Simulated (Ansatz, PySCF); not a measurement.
C₃H₁₄Si₃, SMILES [SiH3]CC([SiH3])C[SiH3].

The structure is a stationary point at B3LYP-D3(BJ)/def2-SVP. Other conformers were not sampled.

Vertical ionisation energy (IE) and electron affinity (EA) in eV. Rows of orbital energies are one-electron estimates. Where ΔSCF, EOM or ADC give a negative EA the extra electron is unbound and the value depends on the basis.

```csv
level,IE,EA
"−ε(HOMO), −ε(LUMO), PBE0/def2-TZVP (PySCF)",7.83,-0.17
"−ε(HOMO), −ε(LUMO), PBE/def2-TZVP (PySCF)",6.67,0.65
"ΔSCF, CAM-B3LYP/def2-SVPD (Ansatz), final states of multiplicity 2 and 2",9.72,-1.43
"ΔSCF, PBE/def2-SVPD (Ansatz), final states of multiplicity 2 and 2",9.19,-0.98
```

Question: What vertical singlet–triplet gap does ΔSCF give with CAM-B3LYP/def2-SVPD (Ansatz, an electronic-structure program) and with PBE/def2-SVPD (Ansatz)? (An estimate is asked for; the answer gives what the named calculation found.)

Answer: 7.04 and 6.08 eV (triplet above singlet where positive).
